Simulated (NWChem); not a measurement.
# BHOClF; SMILES OB(F)Cl

```xyz
5

B      0.0198    -0.4210     0.0000
F     -1.1253    -1.0911     0.0000
Cl    -0.0253     1.3311     0.0000
O      1.1993    -1.0571     0.0000
H      1.1046    -2.0168     0.0000
```
Atoms are numbered in this order, from 1.

All runs: NWChem. Pople sets run with spherical d functions. Coordinates come from a PBE0/def2-SVP optimisation. Vzz is the largest principal value of the second derivative of the potential at the nucleus (NWChem prints the opposite sign); η is the asymmetry. Non-relativistic.

```
level           Vzz B1 (a.u.)  η B1  Vzz Cl3 (a.u.)  η Cl3  Vzz O4 (a.u.)  η O4
--------------  -------------  ----  --------------  -----  -------------  ----
B3LYP/def2-SVP          0.246  0.47           2.154   0.37          1.328  0.14
B3LYP/6-31G*            0.238  0.45           2.238   0.36          1.291  0.17
PBE/6-31G*              0.206  0.49           2.233   0.37          1.253  0.15
PBE/def2-TZVP           0.247  0.47               ?      ?          1.257     ?
```

Question: Complete the blanks.

Answer: 
- PBE/def2-TZVP, Vzz Cl3 (a.u.): 2.265
- PBE/def2-TZVP, η Cl3: 0.42
- PBE/def2-TZVP, η O4: 0.09
